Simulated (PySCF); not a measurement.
**Correlation energy of La⁴³⁺ (lanthanum, charge +43)**

[Ne] 3s2 3p2, high-spin 3P determinant. Computed with PySCF 2.14 in an uncontracted even-tempered set (18 s from 8.4 bohr⁻², ratio 2.5; 12 p from 11 bohr⁻², ratio 2.5; 4 d from 44 bohr⁻², ratio 2.7; 4 f from 66 bohr⁻², ratio 2.7), with the spin-free X2C one-electron Hamiltonian (Gaussian nucleus). Frozen: 1s2; 12 electrons correlated; the 21 highest virtual orbitals of each spin left out.

```tsv
level	correlation energy (mhartree)
CCSD	-524.25
(T)	-0.86
CCSD(T)	-525.11
```

Diagnostics: T1 = 0.00056, D1 = 0.0024, largest double amplitude 0.050.

Spin-orbit coupling is strong in this species (close to jj coupling), so the high-spin LS determinant is a model state, not a physical level.

Cost of the coupled-cluster step: about 40 core-seconds, for 12 correlated electrons.

At this charge the one-electron X2C treatment keeps the bare 1/r₁₂, with no two-electron picture change or Breit term. The effect here is smaller than on the frozen 1s shell; and a scalar Hamiltonian misses the large spin-orbit splitting of the p shells, which matters for ns² → np² pairs.

Spin-orbit coupling is strong in this species, so the high-spin LS determinant is a model state.
